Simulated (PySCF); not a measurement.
Constitutional and geometric isomers with formula CH2B2O. Gas-phase values, no solvent. One relaxed conformer stands for each flexible species; it need not be the lowest. Strings in code marks are SMILES.

Quantity: electronic energy of isomers of CH2B2O relative to `[H]/B=C\B=O`, in kcal/mol.

Case: `B=C=BO`. Geometry of `B=C=BO` (neutral, multiplicity 1, Å):

```xyz
6

B      1.8602    -0.0151     0.0056
C      0.5159     0.0577     0.0428
B     -0.8491     0.1218     0.0956
O     -2.1615     0.2151     0.1000
H      3.0304    -0.0788    -0.0259
H     -2.6467    -0.2270     0.8044
```

Question: What electronic energy of isomers of CH2B2O relative to `[H]/B=C\B=O` does B3LYP/6-31G* // r2SCAN-D4/def2-TZVP (PySCF) give?

Answer: 22.6 kcal/mol.
